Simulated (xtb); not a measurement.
C₃H₁₁NSi₂, SMILES C=C([SiH3])N(C)[SiH3]. All values are semi-empirical tight-binding results from xtb (GFN2-xTB unless named), good for trends rather than for accurate numbers. Geometry: GFN2-xTB. The structure was generated by enumeration, and PubChem lists no compound with its InChIKey, so it may never have been made. One conformer was computed; it need not be the lowest.

Optimised geometry:

Bond lengths (Å): C1–C2 1.340, C1–H7 1.075, C1–H8 1.076, C2–Si3 1.892, C2–N4 1.391, Si3–H9 1.467, Si3–H10 1.464, Si3–H11 1.466, N4–C5 1.448, N4–Si6 1.732, C5–H12 1.093, C5–H13 1.086, C5–H14 1.094, Si6–H15 1.462, Si6–H16 1.463, Si6–H17 1.469. Bond angles (°): C2–C1–H7 119.9, C2–C1–H8 124.9, H7–C1–H8 115.2, C1–C2–Si3 117.6, C1–C2–N4 122.9, Si3–C2–N4 119.5, C2–Si3–H9 110.7, C2–Si3–H10 107.6, C2–Si3–H11 111.4, H9–Si3–H10 108.8, H9–Si3–H11 109.4, H10–Si3–H11 108.9, C2–N4–C5 116.2, C2–N4–Si6 123.6, C5–N4–Si6 119.7, N4–C5–H12 110.1, N4–C5–H13 109.8, N4–C5–H14 111.3, H12–C5–H13 108.6, H12–C5–H14 108.6, H13–C5–H14 108.4, N4–Si6–H15 109.7, N4–Si6–H16 105.3, N4–Si6–H17 112.0, H15–Si6–H16 110.1, H15–Si6–H17 110.4, H16–Si6–H17 109.3.
Charge 0, spin multiplicity 1.

- orbital gap = 3.74 eV
- dipole moment = 0.90 D
- zero-point energy = 77.5 kcal/mol
- G − E(el) at 298.15 K (modified RRHO) = 56.2 kcal/mol
- static polarisability (D4 model) = 105.2 bohr³
- solvation energy, GFN2-xTB/ALPB(water) = 0.5 kcal/mol
- solvation energy, GFN2-xTB/ALPB(acetonitrile) = -3.0 kcal/mol

Computed atomic charges and the Wiberg bond orders between heavy atoms:
charges (e) C1 -0.13, C2 -0.05, Si3 0.44, N4 -0.23, C5 -0.02, Si6 0.48, H7 0.01, H8 0.02, H9 -0.10, H10 -0.10, H11 -0.11, H12 0.04, H13 0.03, H14 0.03, H15 -0.10, H16 -0.11, H17 -0.10. Bond orders C1–C2 1.81, C2–Si3 0.89, C2–N4 1.16, N4–C5 1.03, N4–Si6 1.04.
